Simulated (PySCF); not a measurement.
Stepwise substitution at one centre (B OH-I). Isolated molecules, 0 K electronic values unless said otherwise. One relaxed conformer stands for each flexible species; it need not be the lowest. Strings in code marks are SMILES.

Computed with ωB97X-D3(BJ)/def2-TZVP // PBE0-D3(BJ)/def2-TZVP (PySCF 2.14.0). Delta-SCF ions had no search for a lower state. Excitations are Tamm–Dancoff values on a coarser integration grid. The basis has no diffuse functions, so Rydberg states are missing or too high.

| species | S1 excitation (TDA) (eV) | S1–T1 gap (TDA) (eV) | vertical ionisation energy (Delta-SCF) (eV) |
|---|---|---|---|
| 0 of 3 OH replaced by I (`OB(O)O`) | 8.20 | 0.32 | 12.12 |
| 1 of 3 OH replaced by I (`OB(O)I` (H–O–B–I torsion 180°, I–B–O–H torsion -180°)) | 6.57 | 0.54 | 9.77 |
| 2 of 3 OH replaced by I (`OB(I)I` (H–O–B–I torsion 0°)) | 5.49 | 0.13 | 9.78 |
| 3 of 3 OH replaced by I (`IB(I)I`) | 4.04 | 0.13 | 9.67 |
